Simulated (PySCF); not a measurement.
Delta-SCF ions had no search for a lower state. Excitations are Tamm–Dancoff values on a coarser integration grid. The basis has no diffuse functions, so Rydberg states are missing or too high.

## C7H13BS, SMILES `B[C@]12CC[C@H](CC1)[C@@H]2S` (charge 0, multiplicity 1)

These are PBE0-D3(BJ)/def2-TZVP // PBE0-D3(BJ)/def2-SVP (PySCF) values and carry that method's errors.

The HOMO comes out as -6.74 eV and the dipole moment is 2.21 D. The HOMO–LUMO gap is 5.42 eV and the LUMO is -1.31 eV. The S1 excitation (TDA) comes out as 4.37 eV and the S1 oscillator strength is 0.003. The T1 excitation (TDA) comes out as 4.28 eV, the S1–T1 gap (TDA) is 0.10 eV and the vertical ionisation energy (Delta-SCF) is 8.78 eV. The total energy is -697.2121 Ha and the cost is around 14 core-minutes (rough).

```xyz
22

B      1.7235     1.0708     1.3240
C      0.7084     0.3079     0.4298
C     -0.0832    -0.6099     1.4185
C     -1.3913    -0.9289     0.6407
C     -1.1958    -0.2099    -0.6978
C     -0.1060    -0.9389    -1.4948
C      1.1916    -0.6035    -0.7181
C     -0.4725     1.0568    -0.2185
S      0.0968     2.2211    -1.4960
H      1.3920     2.0935     1.8802
H      2.8145     0.6017     1.5616
H      0.5003    -1.5082     1.6668
H     -0.3074    -0.0951     2.3675
H     -1.5456    -2.0105     0.5093
H     -2.2699    -0.5359     1.1743
H     -2.1286    -0.0457    -1.2569
H     -0.3081    -2.0191    -1.5546
H     -0.0565    -0.5510    -2.5220
H      1.7060    -1.4923    -0.3229
H      1.9114    -0.0783    -1.3632
H     -1.0519     1.6171     0.5316
H     -1.1276     2.6584    -1.8596
```
